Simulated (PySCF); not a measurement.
A structure optimised at PBE-D3(BJ)/def2-SVP, used in a PySCF frequency run:

```xyz
5

Mo     0.0000     0.0000    -0.0045
O      0.0000     0.0000    -1.6506
F     -1.4897    -0.8601     0.4960
F      0.0000     1.7201     0.4960
F      1.4897    -0.8601     0.4960
```
Charge +1, spin multiplicity 1.

Write its SMILES, formula and point group.

[O]=[Mo+]([F])([F])[F], F3MoO, C3v

What are its rotational constants (standard atomic weights)?

3.5611, 3.5611, 2.9969 GHz
